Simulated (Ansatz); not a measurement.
`[BH2][GeH2][O][SiH2]F` → `BO[SiH2][GeH2][F]`  (isomerisation)

Computed with Ansatz on PBE0-D4/def2-TZVP structures; ΔE is electronic, products minus reactants. CCSD(T)/CBS is the MP2 limit (def2-TZVPP, def2-QZVPP) plus CCSD(T) − MP2 in def2-TZVPP, frozen cores. Functionals use def2-TZVPP. B3LYP here is the variant with VWN-RPA as its local correlation; programs differ in this. For Ge outer-core shells are correlated without core-valence functions, which leaves a few kJ/mol of doubt a bond. Scalar relativity is left out up to krypton. One conformer a species, not always the lowest.

| level | ΔE (kcal/mol) | difference from CCSD(T)/CBS |
| --- | --- | --- |
| PBE-D4 | -9.5 | -6.6 |
| r2SCAN-D4 | -5.9 | -3.0 |
| PBE0-D4 | -7.3 | -4.4 |
| B3LYP-D4 | -6.8 | -3.9 |
| ωB97X-V | -5.3 | -2.4 |
| ωB97M-V | -5.3 | -2.4 |
| B2PLYP | -5.0 | -2.1 |
| PBE | -9.4 | -6.5 |
| r2SCAN | -5.8 | -2.9 |
| PBE0 | -7.2 | -4.3 |
| B3LYP | -6.6 | -3.7 |
| HF/def2-TZVPP | -1.3 | 1.6 |
| MP2/def2-TZVPP | -2.9 | 0.0 |
| SCS-MP2/def2-TZVPP | -2.6 | 0.3 |
| CCSD/def2-TZVPP | -2.6 | 0.3 |
| CCSD(T)/def2-TZVPP | -3.3 | -0.4 |
| HF/def2-QZVPP | -1.1 | 1.8 |
| MP2/def2-QZVPP | -2.6 | 0.3 |
| SCS-MP2/def2-QZVPP | -2.4 | 0.5 |
| HF/CBS(def2) | -1.1 | 1.8 |
| MP2/CBS(def2) | -2.4 | 0.5 |
| CCSD/CBS(def2) | -2.2 | 0.7 |
| CCSD(T)/CBS | -2.9 | 0 |

Largest T1 diagnostic among the species: 0.013.

From PBE to PBE0 (25 % exact exchange), in def2-TZVPP and without D4, ΔE moves by +2.2 kcal/mol. In def2-TZVPP, CCSD(T) changes the Hartree–Fock value by −2.1 kcal/mol (the triples alone add −0.7 kcal/mol) and MP2 by −1.6 kcal/mol.
